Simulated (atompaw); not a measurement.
# Eu: one change to a PAW (atompaw) potential, before and after

atompaw 4.2.0.5 input, output lines left out:

```
Eu 63
GGA-PBESOL scalarrelativistic loggrid 2001 logderivrange -5 5 251
6 6 5 4 0 0
6 1 0
5 2 0
4 3 7
0 0 0
c
c
c
c
v
v
c
c
c
v
v
c
c
v
v
3
3.00 2.90 2.60 2.65
n
n
y
0.6
n
y
0.6
n
custom rrkj gramschmidtortho sinc
bessel
2.30
3.00
2.50
3.00
3.00
3.00
0.85
0.85
```

Change: local potential bessel scheme, radius 2.02 bohr.

Cutoffs: the cutoffs (Ry, on a coarse ladder) from which the occupation-weighted sum of valence levels, in a spherical-Bessel basis at the reference potential, stays within 10 and 1 mRy of its value at 400 Ry; they do not see the model core or the augmentation charge, which bear on the density cutoff.

**Question.** What does the change do?

**Answer.** The range in which the p phases agree narrows (upper end 4.1 → 0.5); neither file shows a bound ghost.

| quantity | base | changed |
| --- | --- | --- |
| cutoff, loose | 260 Ry | 260 Ry |
| cutoff, tight | over 300 Ry | over 300 Ry |
| bound ghosts | none | none |
| s: phases at 3.01 bohr within 0.05 rad from the reference energy up to (Ry; the scan ends near 5) | 2.9 | 3.7 |
| p: phases at 3.01 bohr within 0.05 rad from the reference energy up to (Ry; the scan ends near 5) | 4.1 | 0.5 |
| d: phases at 3.01 bohr within 0.05 rad from the reference energy up to (Ry; the scan ends near 5) | to the end of the scan | to the end of the scan |
| f: phases at 3.01 bohr within 0.05 rad from the reference energy up to (Ry; the scan ends near 5) | 4.6 | to the end of the scan |
| lowest overlap eigenvalue by channel | s 0.46, p 0.08, d 0.96, f 1.00 | s 0.42, p 0.05, d 0.97, f 1.00 |

 The cutoffs see the waves, projectors and local potential, not the compensation charge or the core.
